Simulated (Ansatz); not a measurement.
LaCl₃. The state is a quintet with charge 0. Geometry PBE0-D4/def2-SVP; atoms count from 1.

```xyz
4

La    0.0431   -0.5800   -0.2532
Cl   -1.2709    2.0284   -0.1881
Cl    1.7679   -2.5426   -1.6279
Cl   -0.5401    1.0942    2.0692
```

In the def2 sets La takes a core potential; there is no spin–orbit coupling. In the quintet, Cl2 and Cl4 lie 2.55 Å apart (atoms count from 1), so these atoms are partly bonded to each other. At PBE0-D4/def2-TZVP a singlet of charge 0 lies 9.21 eV below the quintet, each at its own geometry. The structure comes from a short search, and lower isomers may exist.

Question: Estimate the Mulliken populations from the PBE0/def2-TZVP orbitals of Ansatz.

Answer: 
| atom | charge (e) | spin (α − β) | d electrons |
| --- | --- | --- | --- |
| La1 | 0.47 | 1.98 | 1.70 |
| Cl2 | -0.17 | 0.65 | – |
| Cl3 | -0.13 | 0.71 | – |
| Cl4 | -0.17 | 0.65 | – |
Mulliken values and Mayer orders depend strongly on the basis.

Question: Where does the spin sit?

Answer: Summed by element: La 1.98, Cl 2.02, of 4 unpaired in all. Largest on single atoms: La1 1.98, Cl3 0.71, Cl4 0.65.

Question: And the Mayer bond orders between bonded heavy atoms (over 0.3)?

Answer: La1–Cl2 0.35 (2.92 Å); La1–Cl3 0.33 (2.95 Å); La1–Cl4 0.35 (2.92 Å). Values over 0.3 also appear between atoms too far apart for a bond (Cl2–Cl4 0.53 at 2.55 Å); they arise where an orbital or an unpaired electron spreads over both atoms.
